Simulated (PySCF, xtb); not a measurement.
C2H12OSi3, SMILES [SiH3]C[Si@@H](OC)[SiH3].

GFN2-xTB (xtb 6.7.1) at its own geometry gives an orbital gap of 4.44 eV and a dipole moment of 2.01 D.

Geometry optimised at B3LYP-D3(BJ)/def2-SVP. The structure was generated by enumeration; whether it is a known compound was not checked. The values are those of a single conformer.

Q: What does PySCF with PBE/def2-TZVP give? (An estimate is asked for; the answer gives what the named calculation found.)

A: gap 5.53 eV (levels -6.51 and -0.97 eV), dipole 1.72 D.
